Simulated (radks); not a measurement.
The numbers below are computed, except where a source is named.
Xe, 54 electrons, occupied as [Xe].

Code: a radial shooting solver on a logarithmic mesh with Libxc functionals. Model: scalar-relativistic Kohn-Sham, LB94 model potential, spin-unpolarised, spherical densities, finite nucleus; Fermi nuclear charge, rms radius 4.7859 fm.

Energy parts (eV):
part                   energy
kinetic            213768.045
electron-nucleus  -491381.542
Hartree             80054.646
(The LB94 potential has no energy functional, so no total or exchange-correlation energy is given.)

Orbitals (lengths in bohr, moments of r in powers of bohr; r(90%) holds 90 % of the orbital's charge):
orbital,occ.,eigenvalue (eV),<r^2>,r(90%)
1s,2,-34530.49,0.0009607,0.0479
2s,2,-5392.915,0.01542,0.177
2p,6,-4845.064,0.01221,0.163
3s,2,-1114.908,0.1069,0.449
3p,6,-937.3114,0.1069,0.455
3d,10,-672.9677,0.09260,0.439
4s,2,-204.5536,0.5811,1.03
4p,6,-148.6339,0.6671,1.12
4d,10,-67.0323,0.8885,1.32
4f,0,-0.7209,431.9,28.6
5s,2,-24.8916,3.788,2.68
5p,6,-12.8891,6.021,3.45
5d,0,-2.2752,35.17,8.69
6s,0,-4.1424,32.13,7.79
6p,0,-2.4056,60.29,10.8

The highest occupied level is 5p at -12.889 eV. Summed over all electrons, <r^2> = 59.64 bohr^2, which gives a Langevin (diamagnetic) susceptibility term of -47.2 x 10^-6 cm^3/mol. The density falls to 0.001 e/bohr^3 at r = 4.38 bohr.
